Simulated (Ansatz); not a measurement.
Geometry optimisation, RKS PBE0-D4/6-31G in Ansatz 0.2.0.

input.yaml

```yaml
crystal:
  periodic: [false, false, false]
  atoms:
    - { symbol: B, position_ang: [-0.07924, 2.05588, -1.03767] }
    - { symbol: C, position_ang: [-0.01312, 0.72836, -0.36031] }
    - { symbol: C, position_ang: [0.02056, -0.35213, 0.18379] }
    - { symbol: C, position_ang: [0.06029, -1.64224, 0.8307] }
    - { symbol: H, position_ang: [0.18297, 2.13748, -2.17613] }
    - { symbol: H, position_ang: [-0.40336, 3.00214, -0.42873] }
    - { symbol: H, position_ang: [1.08976, -1.881, 1.09911] }
    - { symbol: H, position_ang: [-0.30997, -2.41267, 0.15372] }
    - { symbol: H, position_ang: [-0.54788, -1.63581, 1.73552] }
basis:
  gaussian: { orbitals: "6-31G" }
hamiltonian:
  xc: pbe0
  dispersion: d4
relax:
  f_tol: 0.02
  max_steps: 50
```

Command:

```bash
$ ansatz run input.yaml --threads 1 --pin off --max-ram 2048MiB --backend cpu --events-out ev --progress --plain --runs-dir out
```

Where does it end, and by what steps?

The run converged. Limits of this set-up: no polarisation functions. After 6 steps the energy has fallen by 0.042 eV; H6 moved furthest, 0.05 Å.

| step | energy less start (eV) | largest force component (eV/Å) | accepted |
| --- | --- | --- | --- |
| 0 | 0.0000 | 1.433 | yes |
| 1 | -0.0389 | 0.213 | yes |
| 2 | -0.0380 | 0.260 | no |
| 3 | -0.0408 | 0.091 | yes |
| 4 | -0.0410 | 0.110 | yes |
| 5 | -0.0415 | 0.086 | yes |
| 6 | -0.0419 | 0.008 | yes |

```xyz
9
Properties=species:S:1:pos:R:3
B -0.081 2.067 -1.044
C -0.035 0.737 -0.370
C 0.003 -0.357 0.183
C 0.057 -1.651 0.836
H 0.195 2.173 -2.204
H -0.394 3.049 -0.435
H 1.092 -1.894 1.108
H -0.299 -2.449 0.174
H -0.539 -1.673 1.754
```

The run took 13 s on 1 thread of Arm Neoverse V1, on a shared host, peak memory 0.11 GiB.
